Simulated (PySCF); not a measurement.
## Si20H30: Orbital levels and atomic charges

System: Si20H30 (nanocrystal Si).

Cartesian coordinates (Å):
```
  1 Si   -2.079   -2.080    4.794
  2 Si   -3.455   -0.741    3.455
  3 Si   -0.741   -3.456    3.454
  4 Si   -3.456   -3.454    0.741
  5 Si   -0.681   -0.683    0.682
  6 Si   -2.090   -2.089   -0.580
  7 Si   -2.081   -4.794    2.079
  8 Si   -4.795   -2.079    2.080
  9 Si   -0.579    2.089   -2.089
 10 Si   -2.088    0.580    2.090
 11 Si    2.089   -0.580   -2.090
 12 Si    0.580   -2.090    2.088
 13 Si    2.080    4.795   -2.078
 14 Si    4.793    2.080   -2.080
 15 Si    2.080    2.081   -4.795
 16 Si    3.454    0.740   -3.456
 17 Si    0.742    3.456   -3.454
 18 Si    2.090    2.088    0.580
 19 Si    3.455    3.455   -0.740
 20 Si    0.683    0.681   -0.682
 21 H    -2.866   -2.867    5.753
 22 H    -1.242   -1.244    5.665
 23 H    -4.315    0.097    4.315
 24 H     0.097   -4.316    4.315
 25 H    -4.316   -4.314   -0.096
 26 H    -2.889   -1.253   -1.485
 27 H    -1.257   -2.889   -1.488
 28 H    -2.868   -5.753    2.866
 29 H    -1.244   -5.665    1.243
 30 H    -5.752   -2.866    2.868
 31 H    -5.665   -1.242    1.245
 32 H    -1.486    1.256   -2.889
 33 H    -1.487    2.888   -1.255
 34 H    -1.253    1.486    2.889
 35 H    -2.889    1.487    1.256
 36 H     1.255   -1.486   -2.890
 37 H     2.889   -1.488   -1.257
 38 H     1.487   -1.258    2.889
 39 H     1.486   -2.890    1.254
 40 H     2.867    5.754   -2.864
 41 H     1.242    5.664   -1.241
 42 H     5.753    2.866   -2.866
 43 H     5.665    1.243   -1.244
 44 H     2.866    2.869   -5.752
 45 H     1.243    1.244   -5.666
 46 H     4.316   -0.096   -4.316
 47 H    -0.096    4.317   -4.314
 48 H     2.889    1.254    1.487
 49 H     1.256    2.888    1.487
 50 H     4.317    4.314    0.097
```

Method: wB97X-D/6-31G*, gas phase, PySCF, fitting set def2-universal-JFIT up to Ne and JKFIT beyond, grid level 1.

Task: Give the orbital energies near the gap.

Result: 
```tsv
orbital	eV
HOMO-4	-9.52
HOMO-3	-9.52
HOMO-2	-9.14
HOMO-1	-9.14
HOMO	-8.88
LUMO	0.17
LUMO+1	0.53
LUMO+2	0.53
LUMO+3	0.81
```

Task: Give the partial charges of the non-hydrogen atoms.

Result: 
```json
{"atom": "Si1", "Mulliken": "0.12", "IAO": "0.19", "Hirshfeld": "0.13"}
{"atom": "Si2", "Mulliken": "-0.04", "IAO": "0.05", "Hirshfeld": "0.07"}
{"atom": "Si3", "Mulliken": "-0.04", "IAO": "0.05", "Hirshfeld": "0.07"}
{"atom": "Si4", "Mulliken": "-0.04", "IAO": "0.05", "Hirshfeld": "0.07"}
{"atom": "Si5", "Mulliken": "-0.17", "IAO": "-0.05", "Hirshfeld": "0.01"}
{"atom": "Si6", "Mulliken": "0.14", "IAO": "0.19", "Hirshfeld": "0.13"}
{"atom": "Si7", "Mulliken": "0.12", "IAO": "0.19", "Hirshfeld": "0.13"}
{"atom": "Si8", "Mulliken": "0.12", "IAO": "0.19", "Hirshfeld": "0.13"}
{"atom": "Si9", "Mulliken": "0.14", "IAO": "0.19", "Hirshfeld": "0.13"}
{"atom": "Si10", "Mulliken": "0.14", "IAO": "0.19", "Hirshfeld": "0.13"}
{"atom": "Si11", "Mulliken": "0.14", "IAO": "0.19", "Hirshfeld": "0.13"}
{"atom": "Si12", "Mulliken": "0.14", "IAO": "0.19", "Hirshfeld": "0.13"}
{"atom": "Si13", "Mulliken": "0.12", "IAO": "0.19", "Hirshfeld": "0.13"}
{"atom": "Si14", "Mulliken": "0.12", "IAO": "0.19", "Hirshfeld": "0.13"}
{"atom": "Si15", "Mulliken": "0.12", "IAO": "0.19", "Hirshfeld": "0.13"}
{"atom": "Si16", "Mulliken": "-0.04", "IAO": "0.05", "Hirshfeld": "0.07"}
{"atom": "Si17", "Mulliken": "-0.04", "IAO": "0.05", "Hirshfeld": "0.07"}
{"atom": "Si18", "Mulliken": "0.14", "IAO": "0.19", "Hirshfeld": "0.13"}
{"atom": "Si19", "Mulliken": "-0.04", "IAO": "0.05", "Hirshfeld": "0.07"}
{"atom": "Si20", "Mulliken": "-0.17", "IAO": "-0.05", "Hirshfeld": "0.01"}
```
